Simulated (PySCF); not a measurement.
**Exercise with solution: oscillator strength and radiative lifetime**

ClHSSn, SMILES [SH][Sn][Cl] (connectivity only; charge and spin as stated), neutral, multiplicity 1.

Coordinates come from a PBE0-D3(BJ)/def2-TZVP optimisation. The def2 effective core potentials stand for the cores of Sn; spin–orbit coupling is left out. The values are those of a single conformer.

TDDFT-B3LYP/def2-SVPD in PySCF 2.14.0 puts the first singlet state with f over 0.02 at 4.02 eV (vertical), with the transition dipole (-0.245, 0.549, 0.000) in atomic units.

### Question
Find the oscillator strength, the wavelength and the radiative lifetime that this transition would have in vacuum if emission retraced absorption.

### Answer

|μ|² = 0.3614 au, so |μ| = 1.53 D. ΔE = 4.02/27.211 = 0.1477 hartree. f = (2/3) ΔE |μ|² = 0.036 (the program prints 0.036).
λ = 1239.84/4.02 = 308 nm; ν = 32423 cm⁻¹.
Einstein's coefficient A = 0.6670 ν² f s⁻¹ (ν in cm⁻¹) = 2.5e7 s⁻¹, so τ = 1/A = 40 ns. This state is S2; the lower singlet has f = 0.016. The figure is the radiative limit of this one transition; relaxation, internal conversion, crossing to triplets and a medium change what is measured.
